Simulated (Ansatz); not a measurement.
```xyz
2

Ca    0.0000    0.0000    0.0000
F     0.0000    0.0000    3.1520
```

Basis set: def2-SVP (spherical functions). Charge 0, multiplicity 2.

Computed with Ansatz (development build ahead of 0.2.0); each method stands on the lowest determinant of its kind that the runs found.

**Question.** Give the atomization energy at this shape (free ground-state atoms in the same class of orbitals less the molecule, no zero-point energy) of doublet CaF by PBE0 (unrestricted), UHF.

**Answer.**

```csv
method,atomization energy
PBE0 (unrestricted),2.24 eV
UHF,0.96 eV
```

Caution: the shape is not the minimum.
